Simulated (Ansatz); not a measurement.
A run for Ansatz (a first-principles code): R-B97M-V/def2-TZVPP on C2H6Zn (SMILES [CH3][Zn][CH3]).

Ansatz 0.2 input:
```yaml
crystal:
  periodic: [false, false, false]
  atoms:
    - {symbol: C, position_ang: [1.95434462, -0.08661515, 0.03779079]}
    - {symbol: Zn, position_ang: [0.00017472, 0.00235598, -0.00418290]}
    - {symbol: C, position_ang: [-1.95430805, 0.08726526, -0.03898540]}
    - {symbol: H, position_ang: [2.33872204, -0.66004529, -0.80859349]}
    - {symbol: H, position_ang: [2.39325845, 0.91259173, -0.00561493]}
    - {symbol: H, position_ang: [2.30163322, -0.56701671, 0.95507754]}
    - {symbol: H, position_ang: [-2.37884002, -0.36580328, 0.85951718]}
    - {symbol: H, position_ang: [-2.35423966, -0.44462874, -0.90505577]}
    - {symbol: H, position_ang: [-2.30084532, 1.12179620, -0.08995301]}
basis:
  gaussian:
    orbitals: def2-TZVPP
hamiltonian:
  xc: {name: B97M-V}
scf: {lower_state_search: off}
```

Program output:

```
WARN ansatz: RAYON_NUM_THREADS=4 ignored (pool sized by the plan → 4); use --threads N
Functional definition: B97M-V
these checks for a lower state are left out or cut short: stability, starts, cluster_reference, orbital_swaps, neighbouring_geometries, increment
integrals: 0.13 GiB planned
1213 factors; their error is unknown
mean field: 1.00 GiB planned
mean field evaluation 1: about -50566.6635 eV, gradient 8.8e1 eV
mean field evaluation 2: about -50546.2732 eV, gradient 1.4e2 eV
mean field evaluation 4: about -50582.7173 eV, gradient 1.1e1 eV
mean field evaluation 8: about -50582.8901 eV, gradient 4.8e-2 eV
mean field evaluation 16: about -50582.8660 eV, gradient 2.1e-4 eV
mean field -50582.86604279 eV, -1858.8860407744 hartree, gradient 2.3e-6 eV, S^2 0.000000; 0 other end points of the search recorded, 0 dependent functions left out
reference -50582.86610529 eV, -1858.8860430712 hartree; 24, 24 occupied and 186, 186 virtual orbitals, 1213 factors
Total energy: -50582.86610529 eV, -1858.8860430712 hartree
Checks for a lower state left out: stability, starts, cluster_reference, orbital_swaps, neighbouring_geometries, increment
```

Self-consistency was reached.

Cost: about 5 core-seconds (a rough figure).
